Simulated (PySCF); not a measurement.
C₃H₅BO, SMILES OB1C=CC1.

Coordinates come from a PBE-D3(BJ)/def2-SVP optimisation. The structure was generated by enumeration, and PubChem lists no compound with its InChIKey, so it may never have been made. Other conformers were not sampled.

Computed with PySCF with PBE-D3(BJ)/def2-SVP.

No scaling factor is applied to the harmonic values.

Computed normal modes with their intensities:
```json
[
 {"mode": "1", "ν (cm⁻¹)": "73", "IR (km/mol)": "2.3", "moving atoms (share of kinetic energy)": "C 43 %, H 33 %, B 12 %, O 12 %"},
 {"mode": "2", "ν (cm⁻¹)": "357", "IR (km/mol)": "8.2", "moving atoms (share of kinetic energy)": "C 35 %, H 26 %, O 26 %, B 14 %"},
 {"mode": "3", "ν (cm⁻¹)": "446", "IR (km/mol)": "0.9", "moving atoms (share of kinetic energy)": "H 55 %, B 34 %"},
 {"mode": "4", "ν (cm⁻¹)": "581", "IR (km/mol)": "1.6", "moving atoms (share of kinetic energy)": "O 43 %, C 38 %, B 11 %"},
 {"mode": "5", "ν (cm⁻¹)": "587", "IR (km/mol)": "99.4", "moving atoms (share of kinetic energy)": "H 90 %, O 8 %"},
 {"mode": "6", "ν (cm⁻¹)": "732", "IR (km/mol)": "57.1", "moving atoms (share of kinetic energy)": "H 70 %, B 15 %, C 14 %"},
 {"mode": "7", "ν (cm⁻¹)": "770", "IR (km/mol)": "25.2", "moving atoms (share of kinetic energy)": "C 50 %, H 39 %, B 8 %"},
 {"mode": "8", "ν (cm⁻¹)": "880", "IR (km/mol)": "3.0", "moving atoms (share of kinetic energy)": "H 54 %, C 26 %, B 19 %"},
 {"mode": "9", "ν (cm⁻¹)": "889", "IR (km/mol)": "67.0", "moving atoms (share of kinetic energy)": "H 60 %, C 20 %, B 17 %"},
 {"mode": "10", "ν (cm⁻¹)": "945", "IR (km/mol)": "7.9", "moving atoms (share of kinetic energy)": "C 51 %, H 45 %"},
 {"mode": "11", "ν (cm⁻¹)": "964", "IR (km/mol)": "0.3", "moving atoms (share of kinetic energy)": "H 79 %, C 20 %"},
 {"mode": "12", "ν (cm⁻¹)": "1016", "IR (km/mol)": "1.2", "moving atoms (share of kinetic energy)": "H 67 %, C 30 %"},
 {"mode": "13", "ν (cm⁻¹)": "1062", "IR (km/mol)": "7.1", "moving atoms (share of kinetic energy)": "H 76 %, C 23 %"},
 {"mode": "14", "ν (cm⁻¹)": "1104", "IR (km/mol)": "49.6", "moving atoms (share of kinetic energy)": "H 59 %, B 19 %, C 13 %, O 9 %"},
 {"mode": "15", "ν (cm⁻¹)": "1116", "IR (km/mol)": "70.1", "moving atoms (share of kinetic energy)": "H 46 %, C 39 %, B 14 %"},
 {"mode": "16", "ν (cm⁻¹)": "1270", "IR (km/mol)": "3.2", "moving atoms (share of kinetic energy)": "H 46 %, C 40 %, B 11 %"},
 {"mode": "17", "ν (cm⁻¹)": "1370", "IR (km/mol)": "17.0", "moving atoms (share of kinetic energy)": "H 83 %, C 12 %"},
 {"mode": "18", "ν (cm⁻¹)": "1455", "IR (km/mol)": "375.6", "moving atoms (share of kinetic energy)": "B 66 %, O 17 %, C 10 %"},
 {"mode": "19", "ν (cm⁻¹)": "1544", "IR (km/mol)": "9.0", "moving atoms (share of kinetic energy)": "C 87 %, H 11 %"},
 {"mode": "20", "ν (cm⁻¹)": "2965", "IR (km/mol)": "26.8", "moving atoms (share of kinetic energy)": "H 95 %"},
 {"mode": "21", "ν (cm⁻¹)": "3012", "IR (km/mol)": "15.8", "moving atoms (share of kinetic energy)": "H 90 %, C 10 %"},
 {"mode": "22", "ν (cm⁻¹)": "3037", "IR (km/mol)": "33.1", "moving atoms (share of kinetic energy)": "H 92 %, C 8 %"},
 {"mode": "23", "ν (cm⁻¹)": "3143", "IR (km/mol)": "8.0", "moving atoms (share of kinetic energy)": "H 91 %, C 9 %"},
 {"mode": "24", "ν (cm⁻¹)": "3728", "IR (km/mol)": "63.5", "moving atoms (share of kinetic energy)": "H 94 %"}
]
```
